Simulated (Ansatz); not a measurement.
Name a neutral molecule of F, N, Nb, O, S and H with HOMO energy (PBE0/def2-TZVPP) between -7.85 and -7.55 eV and size of the dipole moment (PBE/def2-TZVPP) between 3.05 and 3.35 D (Ansatz, PBE0-D4/def2-TZVP geometry).

`[NH2][Nb]([OH])([F])=[S]` (-7.75 eV, 3.15 D). Other molecules can fit too; these were computed, each in one conformer that needn't be the lowest.
